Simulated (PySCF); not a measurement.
Start geometry of `CO[SiH2]C#CC#N` from GFN2-xTB (Å):
```
atom  x, y, z in Å
C1    -2.492    0.002   -0.310
O2    -1.155   -0.112   -0.067
Si3    0.072    0.842   -0.485
C4     1.534   -0.105    0.256
C5     2.458   -0.692    0.711
C6     3.526   -1.343    1.244
N7     4.443   -1.907    1.689
H8    -2.699    0.054   -1.393
H9    -2.904    0.952    0.151
H10   -3.024   -0.831    0.139
H11    0.006    2.168    0.151
H12    0.275    0.944   -1.921
```

Question: What comes out of this run: PBE0-D3(BJ)/def2-SVP geometry optimisation, gas phase (PySCF 2.14.0)?

Answer: 
```
atom  x, y, z in Å
C1    -2.5643    0.0329   -0.3547
O2    -1.2279   -0.2440   -0.0304
Si3    0.0615    0.7122   -0.4242
C4     1.5448   -0.1152    0.2852
C5     2.5462   -0.6401    0.7466
C6     3.6725   -1.2317    1.2677
N7     4.6264   -1.7297    1.7081
H8    -2.7298    0.0441   -1.4473
H9    -2.8983    1.0030    0.0561
H10   -3.1980   -0.7554    0.0771
H11   -0.0470    2.0727    0.1775
H12    0.2490    0.8243   -1.8995
```

The energy falls by 21.4 kJ/mol over 7 energy and gradient evaluations, the largest force component goes from 0.0720 to 4.0e-04 Eh/bohr, and the atoms move by 0.132 Å rms after alignment. The bond that changes most is Si3–C4 (oxygen-bound silicon to alkyne carbon), which shortens by 0.052 Å. Bonds longer at the end by more than 0.005 Å: 7 of 11; shorter: 2. Among the angles that change most is C1–O2–Si3, from 130.7° to 125.0°. Rotational constants go from 8802, 744.2, 694.8 to 10202, 709.7, 671.7 MHz. The orientation of the end geometry is arbitrary; only internal coordinates are fixed.

The run used 127 basis functions and 55 SCF cycles in all. On an Arm Neoverse V1 with one thread (shared host), this took 47 s and 0.52 GiB of memory at its peak.

PBE0-D3(BJ)/def2-SVP frequencies: not computed here. The numbers are those of one conformer.
